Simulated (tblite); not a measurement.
Record of a relaxation.

Species: C7H14NP.
Atom-mapped SMILES: `[CH2:1]=[CH:2][P:3]([NH:4][CH3:5])[CH:6]1[CH2:7][CH2:8][CH2:9]1` (hydrogens: H10, H11 on C1; H12 on C2; H13 on N4; H14, H15, H16 on C5; H17 on C6; H18, H19 on C7; H20, H21 on C8; H22, H23 on C9)

Computed with GFN2-xTB (tblite), gas phase: L-BFGS steps from a force-field or distance-geometry start until the largest atomic force falls under 0.01 eV/Å. 7 of its 252 geometries are shown.

Step 0: E = -747.0040 eV, largest atomic force 4.292 eV/Å
```
atom  x, y, z in Å  |  force x, y, z in eV/Å
C1     -2.070   -2.478    0.494   -0.383  -0.798  -0.481
C2     -1.503   -1.611   -0.324    0.585   0.237  -1.380
P3     -0.905   -0.009    0.286   -2.538   1.147   3.266
N4     -1.866    1.330   -0.508    0.366  -1.527  -0.391
C5     -1.609    2.543    0.251    0.581   0.418   0.115
C6      0.852    0.345    0.022   -0.306   0.291  -1.011
C7      1.845   -0.354    0.964   -0.099   1.362   0.666
C8      2.829   -0.182   -0.192   -0.199  -0.753  -0.369
C9      1.587   -0.417   -1.068    1.062   1.863  -1.255
H10    -2.271   -2.344    1.541    0.161   0.218  -0.016
H11    -2.405   -3.428    0.050    0.096   0.388   0.468
H12    -1.375   -1.895   -1.373   -0.012   0.116   0.088
H13    -2.885    1.068   -0.516    1.355   0.232   0.108
H14    -2.485    2.808    0.850    0.227   0.370  -0.176
H15    -1.280    3.365   -0.443   -0.626  -0.576   0.536
H16    -0.752    2.399    0.960   -0.655   0.041  -0.406
H17     1.028    1.460   -0.006   -0.268  -1.047  -0.097
H18     2.119    0.203    1.867   -0.295  -0.557   0.194
H19     1.471   -1.383    1.104    0.691   0.526   0.343
H20     3.608   -0.936   -0.253    0.403   0.352  -0.110
H21     3.140    0.890   -0.341    0.148  -1.313   0.439
H22     1.626    0.106   -2.043   -0.235  -0.876   0.092
H23     1.293   -1.454   -1.037   -0.058  -0.116  -0.623
```

Step 42: E = -748.6937 eV, largest atomic force 0.082 eV/Å
```
atom  x, y, z in Å  |  force x, y, z in eV/Å
C1     -1.990   -2.499    0.287    0.003  -0.027   0.022
C2     -1.430   -1.417   -0.226    0.008  -0.006   0.027
P3     -0.939    0.008    0.805   -0.052   0.059   0.023
N4     -1.625    1.160   -0.296   -0.002   0.023  -0.007
C5     -1.722    2.538    0.160   -0.005  -0.005  -0.002
C6      0.820    0.326    0.246    0.010  -0.019   0.068
C7      1.998   -0.222    1.069    0.031  -0.045  -0.027
C8      2.754   -0.444   -0.251    0.005  -0.015   0.044
C9      1.420   -0.344   -1.002    0.012  -0.034   0.013
H10    -2.117   -2.618    1.350    0.036   0.005   0.032
H11    -2.345   -3.314   -0.324    0.020  -0.021  -0.035
H12    -1.332   -1.289   -1.298    0.028   0.030  -0.034
H13    -2.527    0.835   -0.632   -0.038   0.013   0.009
H14    -2.624    2.749    0.742    0.014  -0.010  -0.018
H15    -1.703    3.193   -0.714   -0.050   0.027   0.019
H16    -0.858    2.769    0.781    0.013   0.011  -0.002
H17     0.892    1.415    0.172    0.019   0.005  -0.059
H18     2.450    0.449    1.801   -0.031  -0.006  -0.074
H19     1.752   -1.162    1.562   -0.008   0.004  -0.018
H20     3.296   -1.383   -0.348    0.001   0.007   0.002
H21     3.424    0.380   -0.493   -0.017  -0.018   0.050
H22     1.398    0.232   -1.923    0.037   0.027  -0.019
H23     1.003   -1.332   -1.184   -0.035  -0.007  -0.013
```

Step 84: E = -748.7500 eV, largest atomic force 0.039 eV/Å
```
atom  x, y, z in Å  |  force x, y, z in eV/Å
C1     -1.593   -2.513    0.263    0.004   0.008   0.018
C2     -1.418   -1.310   -0.258    0.004  -0.011   0.003
P3     -0.966    0.146    0.744   -0.025  -0.012   0.010
N4     -1.675    1.291   -0.350    0.008   0.014  -0.007
C5     -1.825    2.649    0.155    0.005   0.014  -0.002
C6      0.814    0.375    0.200   -0.018  -0.014  -0.003
C7      1.877   -0.285    1.094    0.006   0.003  -0.010
C8      2.653   -0.682   -0.169    0.005   0.012  -0.017
C9      1.409   -0.368   -1.012    0.001  -0.020  -0.017
H10    -1.448   -2.695    1.316    0.001  -0.001  -0.006
H11    -1.885   -3.364   -0.332    0.019  -0.010  -0.010
H12    -1.576   -1.121   -1.315   -0.005   0.008   0.003
H13    -2.582    0.943   -0.654   -0.010   0.006   0.019
H14    -2.515    2.732    1.002    0.002  -0.004  -0.017
H15    -2.188    3.288   -0.652    0.015  -0.011  -0.007
H16    -0.851    3.016    0.475    0.002  -0.018   0.003
H17     0.974    1.453    0.119   -0.003   0.002  -0.004
H18     2.389    0.367    1.798    0.019   0.000   0.029
H19     1.482   -1.146    1.631    0.003  -0.009  -0.004
H20     3.022   -1.706   -0.213   -0.034   0.015   0.012
H21     3.477   -0.002   -0.378   -0.001  -0.006   0.007
H22     1.562    0.227   -1.909    0.009   0.017  -0.014
H23     0.857   -1.269   -1.273   -0.007   0.016   0.015
```

Step 126: E = -748.7646 eV, largest atomic force 0.032 eV/Å
```
atom  x, y, z in Å  |  force x, y, z in eV/Å
C1     -1.239   -2.542    0.250   -0.012  -0.021   0.006
C2     -1.422   -1.306   -0.185   -0.016  -0.014   0.005
P3     -1.028    0.182    0.792   -0.001   0.000  -0.016
N4     -1.736    1.282   -0.345   -0.005   0.006   0.004
C5     -1.778    2.686    0.039    0.001  -0.001   0.001
C6      0.759    0.420    0.277    0.004   0.002   0.000
C7      1.780   -0.360    1.122    0.002  -0.004  -0.001
C8      2.487   -0.802   -0.166   -0.010   0.004  -0.007
C9      1.327   -0.236   -0.997   -0.007   0.014  -0.002
H10    -0.833   -2.749    1.226    0.006   0.010   0.016
H11    -1.483   -3.401   -0.356    0.001  -0.013   0.017
H12    -1.853   -1.120   -1.164    0.018   0.021  -0.016
H13    -2.680    0.967   -0.557   -0.003   0.005  -0.013
H14    -2.479    2.905    0.851   -0.010  -0.019   0.014
H15    -2.063    3.279   -0.832    0.004  -0.004  -0.019
H16    -0.785    2.996    0.356    0.019   0.013   0.002
H17     0.947    1.496    0.296    0.009  -0.005   0.012
H18     2.373    0.229    1.820   -0.003  -0.007  -0.009
H19     1.329   -1.191    1.662   -0.007  -0.004   0.007
H20     2.657   -1.873   -0.262    0.006   0.013  -0.014
H21     3.425   -0.277   -0.338    0.018  -0.011   0.007
H22     1.605    0.453   -1.792   -0.016   0.006   0.009
H23     0.684   -1.011   -1.410    0.003   0.010  -0.002
```

Step 167: E = -748.7945 eV, largest atomic force 0.038 eV/Å
```
atom  x, y, z in Å  |  force x, y, z in eV/Å
C1     -1.267   -2.551    0.583   -0.016  -0.015   0.008
C2     -1.361   -1.372   -0.010    0.006   0.005  -0.003
P3     -1.061    0.203    0.860    0.013  -0.018  -0.007
N4     -1.627    1.205   -0.435   -0.027  -0.009  -0.008
C5     -1.717    2.632   -0.163    0.014  -0.010   0.001
C6      0.760    0.413    0.476    0.031  -0.014   0.005
C7      1.727   -0.657    1.008   -0.007  -0.006   0.037
C8      2.424   -0.672   -0.360   -0.002   0.009   0.019
C9      1.263    0.140   -0.952    0.016  -0.004  -0.016
H10    -0.998   -2.642    1.623   -0.009   0.015   0.007
H11    -1.458   -3.478    0.064    0.014   0.027  -0.007
H12    -1.664   -1.293   -1.049    0.008  -0.003  -0.004
H13    -2.530    0.862   -0.755   -0.023   0.014  -0.008
H14    -2.590    2.913    0.435   -0.007   0.008   0.017
H15    -1.755    3.174   -1.110   -0.019  -0.026  -0.013
H16    -0.823    2.944    0.373    0.032   0.019   0.003
H17     1.046    1.411    0.822   -0.020  -0.001   0.005
H18     2.336   -0.373    1.865    0.005   0.006  -0.029
H19     1.226   -1.599    1.230    0.004  -0.007  -0.008
H20     2.591   -1.654   -0.798    0.000   0.012   0.007
H21     3.362   -0.119   -0.356    0.001  -0.018  -0.005
H22     1.535    1.015   -1.538   -0.006   0.006   0.014
H23     0.577   -0.472   -1.530   -0.008   0.010  -0.017
```

Step 209: E = -748.8174 eV, largest atomic force 0.026 eV/Å
```
atom  x, y, z in Å  |  force x, y, z in eV/Å
C1     -1.231   -2.615    0.605   -0.007   0.024  -0.006
C2     -1.250   -1.440   -0.004    0.002  -0.011  -0.004
P3     -1.087    0.141    0.891   -0.009  -0.003   0.010
N4     -1.690    1.092   -0.428    0.007  -0.008   0.004
C5     -1.627    2.539   -0.289    0.000   0.004  -0.002
C6      0.733    0.468    0.592    0.004   0.005  -0.002
C7      1.697   -0.657    1.003   -0.003   0.001  -0.001
C8      2.259   -0.683   -0.426    0.010   0.003   0.000
C9      1.251    0.393   -0.854    0.007  -0.007  -0.003
H10    -1.119   -2.693    1.675    0.005   0.000   0.000
H11    -1.326   -3.545    0.067    0.000  -0.005   0.004
H12    -1.396   -1.362   -1.076    0.008  -0.005   0.005
H13    -2.656    0.814   -0.591   -0.002   0.002  -0.007
H14    -2.225    2.934    0.538   -0.010   0.006  -0.005
H15    -1.975    2.993   -1.219    0.001   0.005   0.013
H16    -0.589    2.830   -0.132   -0.007  -0.003  -0.002
H17     0.966    1.415    1.088   -0.010   0.001  -0.001
H18     2.411   -0.382    1.777    0.010  -0.006  -0.007
H19     1.203   -1.582    1.296   -0.007  -0.001   0.007
H20     2.150   -1.639   -0.936   -0.013   0.005  -0.001
H21     3.297   -0.365   -0.496    0.008  -0.003  -0.004
H22     1.694    1.316   -1.225    0.001  -0.005   0.005
H23     0.507    0.055   -1.571    0.004   0.001  -0.004
```

Step 251: E = -748.8280 eV, largest atomic force 0.009 eV/Å
```
atom  x, y, z in Å  |  force x, y, z in eV/Å
C1     -1.145   -2.610    0.564   -0.004   0.004  -0.003
C2     -1.137   -1.434   -0.042   -0.002   0.004  -0.005
P3     -1.044    0.141    0.873   -0.001   0.002  -0.004
N4     -1.666    1.089   -0.441    0.002  -0.005   0.007
C5     -1.712    2.531   -0.249   -0.003  -0.008   0.000
C6      0.768    0.533    0.601    0.008   0.000  -0.003
C7      1.726   -0.593    1.026    0.000   0.000  -0.001
C8      2.091   -0.817   -0.448    0.000  -0.009   0.002
C9      1.295    0.435   -0.839    0.000  -0.003   0.000
H10    -1.094   -2.692    1.637    0.001   0.003   0.002
H11    -1.200   -3.540    0.019    0.002  -0.001   0.000
H12    -1.216   -1.353   -1.121    0.001  -0.002   0.003
H13    -2.603    0.749   -0.654    0.003   0.005   0.002
H14    -2.382    2.853    0.555   -0.004   0.002   0.005
H15    -2.040    2.997   -1.179    0.002   0.001  -0.005
H16    -0.708    2.885   -0.022    0.000  -0.004  -0.001
H17     0.961    1.489    1.097    0.001  -0.005   0.001
H18     2.559   -0.245    1.635   -0.004   0.000   0.001
H19     1.259   -1.443    1.524   -0.001   0.008   0.001
H20     1.672   -1.736   -0.853    0.000  -0.001  -0.002
H21     3.155   -0.784   -0.674    0.005   0.004  -0.003
H22     1.922    1.278   -1.124   -0.002   0.003   0.004
H23     0.533    0.295   -1.603   -0.002   0.003  -0.002
```

Q: Summarise the path.

A: The energy falls by 42.06 kcal/mol from step 0 to step 251; nine tenths of that is first reached at step 28. It falls at every step. The largest force goes from 4.292 to 0.009 eV/Å. Among the bonds P3–N4 changes most, from 1.829 to 1.735 Å; the atoms move by 1.062 Å rms after alignment.

Q: Follow the three bonds and two angles with the largest change from start to end.

A: 
```tsv
step	E above end (kcal/mol)	largest force (eV/Å)	P3–N4 (Å)	P3–C6 (Å)	C8–H21 (Å)	C2–P3–C6 (°)	C2–P3–N4 (°)
0	42.06	4.292	1.829	1.811	1.126	116.3	109.1
11	9.24	0.345	1.732	1.873	1.092	103.4	100.9
22	5.50	0.285	1.732	1.865	1.092	101.7	97.1
33	3.53	0.138	1.738	1.877	1.092	102.7	94.4
44	3.04	0.069	1.735	1.874	1.089	102.2	93.0
55	2.62	0.105	1.737	1.874	1.088	99.9	92.7
65	2.22	0.060	1.737	1.877	1.089	99.0	93.6
76	1.92	0.084	1.738	1.873	1.089	99.6	94.6
87	1.78	0.027	1.735	1.876	1.088	100.1	94.5
98	1.69	0.089	1.737	1.878	1.087	100.0	94.6
109	1.55	0.022	1.735	1.875	1.088	99.4	94.8
120	1.50	0.127	1.734	1.874	1.088	99.7	94.6
131	1.43	0.036	1.733	1.874	1.089	99.6	94.6
142	1.22	0.106	1.734	1.875	1.088	99.9	94.8
153	0.95	0.058	1.731	1.872	1.089	98.9	94.8
164	0.80	0.046	1.732	1.874	1.088	99.1	95.1
175	0.65	0.062	1.732	1.875	1.089	98.4	95.3
186	0.49	0.078	1.737	1.871	1.089	98.6	95.4
196	0.31	0.060	1.736	1.874	1.088	99.1	94.5
207	0.25	0.023	1.735	1.873	1.088	99.2	94.1
218	0.24	0.012	1.735	1.874	1.088	99.1	94.1
229	0.18	0.086	1.735	1.874	1.091	99.0	93.9
240	0.03	0.034	1.735	1.874	1.088	98.8	94.3
251	0.00	0.009	1.735	1.874	1.088	99.0	94.3
```

The cost below is that of the whole relaxation. Hardware: one thread, Arm Neoverse V2 (aarch64), no GPU, shared host with 32 logical CPUs at a one-minute load of 22. Cost: 1.8 s of wall time.
